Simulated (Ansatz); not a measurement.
CH5NSSn, SMILES `C[S][Sn][NH2]`, relaxed with RKS PBE0-D4/def2-TZVP in Ansatz from a PBE-D4/def2-SVP geometry. The force threshold is 0.005 eV/Å; the program also tests the step.

The species carries charge 0 and has multiplicity 1. Sn: def2 effective core potential.

Start:

```xyz
9

C    -0.493   -0.384    1.280
S    -1.490   -1.274    0.028
Sn   -0.574   -0.540   -2.172
N     0.871    0.706   -1.400
H    -0.888   -0.661    2.278
H     0.575   -0.677    1.234
H    -0.579    0.716    1.165
H     1.070    0.881   -0.411
H     1.508    1.235   -2.001
```

**Question.** How much energy does the relaxation release, and in how many steps? (An estimate is asked.)

**Answer.** The calculation gave: 6.33 kJ/mol, in 7 steps, 1 of them rejected.

**Question.** Which bonds change most? (Estimate.)

**Answer.** Computed: S2–Sn3 from 2.493 to 2.436 Å; Sn3–N4 from 2.058 to 2.016 Å; C1–S2 from 1.831 to 1.812 Å; C1–H7 from 1.109 to 1.091 Å.

**Question.** Give the relaxed structure. (Best estimate.)

**Answer.** The calculation gave: 
```xyz
9

C    -0.492   -0.380    1.282
S    -1.463   -1.236    0.015
Sn   -0.554   -0.530   -2.133
N     0.869    0.696   -1.402
H    -0.886   -0.683    2.253
H     0.560   -0.663    1.233
H    -0.590    0.702    1.192
H     1.063    0.890   -0.432
H     1.493    1.205   -2.009
```
